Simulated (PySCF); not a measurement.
## WNCl3: computed shieldings and shifts

WNCl3, Cl3NW, point group C3v.

Geometry:
```json
{"atom": "W1", "x (Å)": "0.002", "y (Å)": "-0.001", "z (Å)": "0.006"}
{"atom": "N2", "x (Å)": "0.186", "y (Å)": "-0.018", "z (Å)": "1.647"}
{"atom": "Cl3", "x (Å)": "2.119", "y (Å)": "0.015", "z (Å)": "-0.795"}
{"atom": "Cl4", "x (Å)": "-1.157", "y (Å)": "1.897", "z (Å)": "-0.409"}
{"atom": "Cl5", "x (Å)": "-1.150", "y (Å)": "-1.893", "z (Å)": "-0.449"}
```

GIAO calculations in PySCF 2.14.0 with density-fitted response routines on the PBE0-D3(BJ)/def2-SVP structure: isolated species, scalar relativity only through the core potential, equivalent atoms averaged; basis pcSseg-1 (def2-TZVP on W).

**Question.** Give the isotropic shieldings (ppm) with KT2, PBE0.

**Answer.** 
| atoms | environment | KT2 | PBE0 |
| --- | --- | --- | --- |
| Cl3/Cl4/Cl5 | chlorine bonded to W | 404 | 437 |
| N2 | nitrogen bonded to W | -551.1 | -689.8 |
| HOMO–LUMO gap (eV) | – | 3.38 | 5.55 |

**Question.** And the chemical shifts, against references computed in the same way?

**Answer.** 
| atoms | nucleus, reference | KT2 | PBE0 |
| --- | --- | --- | --- |
| Cl3/Cl4/Cl5 | ³⁵Cl, HCl | 538 | 506 |
| N2 | ¹⁵N, NH3 | 815.4 | 955.4 |

**Question.** Which part of the shielding of Cl3/Cl4/Cl5 depends on the functional?

**Answer.** Diamagnetic: KT2 1150, PBE0 1148 ppm; paramagnetic: KT2 -746, PBE0 -711 ppm. The diamagnetic part, set mainly by inner electrons, hardly moves; the paramagnetic part goes with low-lying magnetically allowed excitations and carries the spread.

W is described by an effective core potential, so it has no shielding of its own here; spin–orbit effects on the atoms bonded to it, which can be large, are absent, and the values of these neighbours are rough. Experimental scales use liquid or dissolved standards, which lie at an offset from isolated NH3 (liquid NH3: subtract about 20 ppm). Unscaled 15N shifts of sp2 nitrogen come out 20 to 40 ppm too high even then.
